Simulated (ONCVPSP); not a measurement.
Cutoff test, Cu (Z = 29), ONCV

* Element: copper (Cu)
* Generator: ONCVPSP 4.0.1
* Type: optimised norm-conserving Vanderbilt (ONCV)
* Functional: BLYP
* Relativity: fully relativistic
* Frozen core: [Ne]
* Valence charge: 19
* Reference configuration: 3s2 3p6 3d9 4s2
* Partial waves: 3s+4s: rc 1.10 bohr, ncon 4, nbas 7, qcut 8.6 1/bohr, 2 projectors; 3p: rc 0.75 bohr, ncon 3, nbas 6, qcut 12.5 1/bohr, 2 projectors, debl 3.9 Ha; 3d: rc 1.35 bohr, ncon 4, nbas 8, qcut 10.9 1/bohr, 2 projectors, debl 0.3 Ha
* Local potential: polynomial inside 0.60 bohr (lpopt 4, dvloc0 3 Ha)
* Core correction: Teter function, fcfact 5, rcfact 1.4

Open shells are filled in proportion to 2j + 1.

In the d channel the program set the typed energies aside and used -0.342, 0.250 Ha (j = l + 1/2; the other j can differ).

Problem. For each optimised wave give the share of its norm inside rc, the residual kinetic energy above qcut (Ha) and the cutoffs (Ha) for errors of 10, 1, 0.1 and 0.01 mHa per electron.

Solution.

```
               wave  norm inside rc  residual KE  10 mHa  1 mHa  0.1 mHa  0.01 mHa
                 3s           0.917      5.1e-04    23.2   34.0     90.1     113.5
                 4s           0.031      1.8e-04     9.5   28.9     40.4     111.8
           3p j=3/2           0.562      2.1e-04    33.2   57.6    125.6     290.3
p projector 2 j=3/2           0.067      5.8e-05    29.1   38.5     72.8     141.0
           3p j=1/2           0.576      2.0e-04    34.3   45.2    123.1     289.5
p projector 2 j=1/2           0.067      5.5e-05    30.0   39.4     71.8     137.3
           3d j=5/2           0.809      3.9e-05    44.0   51.0     57.1     119.0
d projector 2 j=5/2           0.029      4.0e-06    32.7   43.2     51.1      57.2
           3d j=3/2           0.813      4.0e-05    44.1   51.1     57.1     120.1
d projector 2 j=3/2           0.028      4.0e-06    32.6   43.2     51.1      57.2
```

The occupied waves need 58 Ha and 126 Ha for 1 and 0.1 mHa.
